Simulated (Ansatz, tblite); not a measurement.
Cost and result up the ladder for the cluster Ag2Br (the lowest doublet isomer of a short search) (3 atoms). Charge 0, multiplicity 2. Geometry: r2SCAN-D4/def2-TZVP.

```xyz
3

Ag   -0.1204   -0.2150    0.7684
Ag    1.9201   -1.0714   -0.6528
Br   -1.7998    1.2865   -0.1156
```

Ansatz on 4 threads of Arm Neoverse V2 on a shared host; xTB runs through tblite on one thread. Times are rough, summed over both states, and most runs start from the orbitals of an earlier one. r2SCAN0-D4/def2-TZVP serves as the yardstick here, not as an exact answer. Differences are given only for rows in sets of like size (and for xTB, whose basis is part of the method), since another set adds its own error. The other state is a quartet at its own geometry.

In the def2 sets Ag takes a core potential; there is no spin–orbit coupling. The xTB rows come from tblite. Correlated methods freeze 9 core orbitals; core or outer-core shells of Ag, Br are correlated, in sets that lack core-valence functions. The rows differ in basis, and correlated rows in double-zeta sets carry the largest basis error. HOMO above LUMO, or a gap near zero within one spin, warns that the state may not be the lowest or that an electron is smeared out. The structure comes from a short search, and lower isomers may exist.

Run but left out: HF/STO-3G (doublet: ⟨S²⟩ 1.82, where a pure state has 0.75).

Correlated methods converge slowly with the basis, most of all in double-zeta sets (MP2 moves by 0.16 eV from def2-SVP to def2-TZVP here).

xTB has no spin-polarisation term.

| level | functions | quartet − doublet (eV) | difference from r2SCAN0-D4/def2-TZVP (eV) | remarks |
| --- | --- | --- | --- | --- |
| BHLYP-D4/def2-TZVP | 128 | 3.43 | 0.03 | – |
| MP2/def2-TZVP | 128 | 3.72 | 0.32 | – |
| CCSD(T)/def2-SVP | 94 | 3.40 | – | – |
| revPBE-D4/def2-TZVP | 128 | 3.08 | -0.32 | gap within one spin near zero (quartet) |
| GFN2-xTB | 27 | 3.26 | -0.14 | – |
| GFN1-xTB | 27 | 3.04 | -0.36 | – |
| PBE0-D4/def2-TZVP | 128 | 3.40 | 0.00 | – |
| r2SCAN-D4/def2-TZVP (with forces) | 128 | 3.22 | -0.18 | – |
| r2SCAN0-D4/def2-TZVP | 128 | 3.40 | 0.00 | – |
| B97M-V/def2-TZVP | 128 | 3.29 | -0.12 | – |

(1) Estimate how long each takes.

Answers

(1) GFN1-xTB 0.006 s; GFN2-xTB 0.01 s; MP2/def2-TZVP 5 s; revPBE-D4/def2-TZVP 9.1 s; BHLYP-D4/def2-TZVP 14 s; r2SCAN-D4/def2-TZVP (with forces) 22 s; r2SCAN0-D4/def2-TZVP 27 s; PBE0-D4/def2-TZVP 28 s; CCSD(T)/def2-SVP 39 s; B97M-V/def2-TZVP 42 s. On shared hardware such times vary by a factor of up to 3.
